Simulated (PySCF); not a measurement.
**Indirect couplings**

Geometry (Å), atoms numbered from 1 in this order:
```xyz
14

F     3.962   -0.064    0.462
C     2.854   -0.083   -0.307
C     1.638   -0.037    0.218
C     0.719    0.030    1.328
C     0.199   -0.017    0.116
C    -0.985   -0.053   -0.758
C    -2.284    0.155   -0.010
F    -2.434   -0.807    0.954
H     3.064   -0.139   -1.376
H     0.575    0.064    2.404
H    -0.999   -1.022   -1.287
H    -0.881    0.716   -1.543
H    -2.294    1.144    0.480
H    -3.140    0.099   -0.704
```

Indirect spin–spin couplings were computed at B3LYP/pcJ-1 (spin–dipole term only in couplings to heteroatoms) (PySCF) on a PBE0-D3(BJ)/def2-SVP structure, for the isolated molecule, without vibrational or relativistic corrections. Couplings are averaged over pairs made equivalent by symmetry, fast rotation or ring inversion, so a value needn't be that of the named pair in this geometry, while other rotamers aren't included; one pair stands for each set, and the list holds a selection of those of at least 1.5 Hz over up to four bonds. One-bond C–F couplings come out tens of Hz too large with common functionals.

Isotopes: 19F, 13C, 1H.

```csv
pair,bonds,J (Hz)
"F1, C2",1,?
"C2, C3",1,?
"C2, H9",1,215.1
"C3, C4",1,23.7
"C3, C5",1,?
"C4, C5",1,49.8
"C4, H10",1,245.9
"C5, C6",1,59.2
"C6, C7",1,39.7
"C6, H11",1,?
"C7, F8",1,-240.8
"C7, H13",1,155.1
"F1, C3",2,?
"F1, H9",2,94.0
"C2, C4",2,-6.9
"C4, C6",2,-3.3
"C5, C7",2,-2.7
"F8, H13",2,53.5
"H13, H14",2,-10.6
"C3, C7",3,4.2
"C4, C7",3,3.2
"C4, H11",3,7.5
"C5, H9",3,?
"H11, H14",3,3.7
"F1, C6",4,?
"H10, H11",4,?
```

Estimate the withheld couplings, with signs.

## Answers


- 1J(F1,C2) = -298.7 Hz (bond length 1.349 Å)
- 1J(C2,C3) = 138.4 Hz (bond length 1.325 Å)
- 1J(C3,C5) = 27.5 Hz (bond length 1.442 Å)
- 1J(C6,H11) = 134.2 Hz (bond length 1.104 Å, sp3 carbon)
- 2J(F1,C3) = 18.0 Hz (angle at C2 122°)
- 3J(C5,H9) = 1.6 Hz (dihedral angle 0°)
- 4J(F1,C6) = 1.8 Hz
- 4J(H10,H11) = -3.1 Hz
